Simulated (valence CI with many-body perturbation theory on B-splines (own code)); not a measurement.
## Energy levels of Ta³²⁺

Calculated by relativistic CI+MBPT: five valence electrons over a frozen Dirac-Fock core [Kr], a basis of 7 s, 7 p, 8 d, 6 f, 4 g, 1 h functions for each j, with the one-electron correlation potential Σ1 (screened to all orders), the two-electron term Σ2, the three-electron term Σ3, Breit, model QED; selected single and double excitations, second order for the rest (own B-spline code, finite nucleus).

The last digits are not significant, and no measured levels were compared; by estimate large intervals hold to a few tenths of a per cent, small ones and those within an open d or f shell to about a per cent. Only levels of the ground parity were solved; by the run's estimate the other parity begins above the list, which can be wrong where configurations are misplaced.

Levels 1 to 37 of 37, with energies above the lowest level, (4d3/2^4 4d5/2) J=5/2. "Leading %" is the weight of the configuration and term that name the level; weights of strongly mixed levels are sums over their largest components and can fall short. In the jj column 3d3/2^4 stands for four electrons in 3d with j = 3/2. Lifetimes count E1, E2, E3, M1 and M2 decay at the calculated energies, and are blank where another channel may lead or the interval is too uncertain; long ones can be off by a factor of two.

```tsv
No.	Configuration	Term	J	E (eV)	Leading %	Second component	Lifetime	Leading jj
1	4d⁵	⁴P	5/2	0.000	29	21 % 4d⁵ ²D		4d3/2^4 4d5/2 (90 %)
2	4d⁵	⁶S	5/2	11.590	39	23 % 4d⁵ ²F	32.4 μs	4d3/2^3 4d5/2^2 (84 %)
3	4d⁵	⁴G	7/2	16.120	36	22 % 4d⁵ ²F	57.7 μs	4d3/2^3 4d5/2^2 (98 %)
4	4d⁵	⁴D	3/2	16.592	41	30 % 4d⁵ ⁴P	22.5 μs	4d3/2^3 4d5/2^2 (97 %)
5	4d⁵	²H	11/2	17.050	40	38 % 4d⁵ ⁴G		4d3/2^3 4d5/2^2 (97 %)
6	4d⁵	⁴G	9/2	18.487	35	26 % 4d⁵ ²G	9.69 ms	4d3/2^3 4d5/2^2 (94 %)
7	4d⁵	⁴D	5/2	19.413	33	24 % 4d⁵ ²D	266 μs	4d3/2^3 4d5/2^2 (88 %)
8	4d⁵	⁴P	1/2	20.224	47	25 % 4d⁵ ²S	1.41 ms	4d3/2^3 4d5/2^2 (86 %)
9	4d⁵	²F	7/2	21.337	39	30 % 4d⁵ ²G	688 μs	4d3/2^3 4d5/2^2 (95 %)
10	4d⁵	²D	3/2	26.434	56	24 % 4d⁵ ⁴F	129 μs	4d3/2^3 4d5/2^2 (80 %)
11	4d⁵	²D	5/2	27.665	30	26 % 4d⁵ ⁶S	12.4 μs	4d3/2^2 4d5/2^3 (83 %)
12	4d⁵	⁴D	7/2	30.384	52	39 % 4d⁵ ⁴G	24.4 μs	4d3/2^2 4d5/2^3 (98 %)
13	4d⁵	²I	11/2	31.022	52	46 % 4d⁵ ⁴G	35.2 μs	4d3/2^2 4d5/2^3 (98 %)
14	4d⁵	⁴G	9/2	31.631	56	38 % 4d⁵ ²G	36.0 μs	4d3/2^2 4d5/2^3 (94 %)
15	4d⁵	⁴D	1/2	32.553	75	14 % 4d⁵ ²S	19.5 μs	4d3/2^2 4d5/2^3 (96 %)
16	4d⁵	²I	13/2	33.202	100		168 μs	4d3/2^2 4d5/2^3 (100 %)
17	4d⁵	⁴P	3/2	33.423	53	33 % 4d⁵ ⁴F	11.8 μs	4d3/2^2 4d5/2^3 (95 %)
18	4d⁵	²F	5/2	33.885	42	29 % 4d⁵ ⁴D	22.4 μs	4d3/2^2 4d5/2^3 (94 %)
19	4d⁵	²H	9/2	36.170	52	47 % 4d⁵ ⁴F	16.8 μs	4d3/2^2 4d5/2^3 (99 %)
20	4d⁵	²G	7/2	36.826	61	34 % 4d⁵ ²F	61.7 μs	4d3/2^2 4d5/2^3 (99 %)
21	4d⁵	⁴F	5/2	37.310	62	25 % 4d⁵ ²D	17.1 μs	4d3/2^2 4d5/2^3 (96 %)
22	4d⁵	²D	3/2	37.914	87	7 % 4d⁵ ⁴D	41.8 μs	4d3/2^2 4d5/2^3 (81 %)
23	4d⁵	⁴P	1/2	39.645	37	33 % 4d⁵ ²P	20.0 μs	4d3/2^2 4d5/2^3 (76 %)
24	4d⁵	²G	7/2	39.881	44	37 % 4d⁵ ²F	29.1 μs	4d3/2^2 4d5/2^3 (92 %)
25	4d⁵	²G	9/2	42.792	74	14 % 4d⁵ ²H	50.2 μs	4d3/2^2 4d5/2^3 (94 %)
26	4d⁵	⁴P	5/2	46.275	34	21 % 4d⁵ ²F	7.44 μs	4d3/2 4d5/2^4 (86 %)
27	4d⁵	²P	3/2	48.051	72	26 % 4d⁵ ²D	46.1 μs	4d3/2^2 4d5/2^3 (95 %)
28	4d⁵	²D	5/2	49.102	67	21 % 4d⁵ ²F	18.6 μs	4d3/2^2 4d5/2^3 (77 %)
29	4d⁵	⁴F	7/2	49.651	30	30 % 4d⁵ ²F	10.5 μs	4d3/2 4d5/2^4 (98 %)
30	4d⁵	²H	11/2	50.704	57	26 % 4d⁵ ²I	12.5 μs	4d3/2 4d5/2^4 (98 %)
31	4d⁵	²D	3/2	50.855	32	28 % 4d⁵ ⁴D	8.23 μs	4d3/2 4d5/2^4 (94 %)
32	4d⁵	²G	9/2	53.144	60	16 % 4d⁵ ²H	15.1 μs	4d3/2 4d5/2^4 (93 %)
33	4d⁵	²D	5/2	54.689	65	22 % 4d⁵ ²F	13.1 μs	4d3/2 4d5/2^4 (81 %)
34	4d⁵	²G	7/2	55.765	58	32 % 4d⁵ ²F	14.7 μs	4d3/2 4d5/2^4 (95 %)
35	4d⁵	²P	1/2	58.786	59	31 % 4d⁵ ²S	13.9 μs	4d3/2 4d5/2^4 (85 %)
36	4d⁵	²D	3/2	64.373	75	17 % 4d⁵ ²P	9.57 μs	4d3/2 4d5/2^4 (92 %)
37	4d⁵	²D	5/2	69.102	46	22 % 4d⁵ ²F	5.57 μs	4d5/2^5 (90 %)
```

The ionisation energy to 4d⁴ ³P0 of the next ion comes out as 1313.9 eV (NIST: 1313 ± 4 eV (theoretical)). All 37 levels together are meant to be complete up to 71.860 eV.
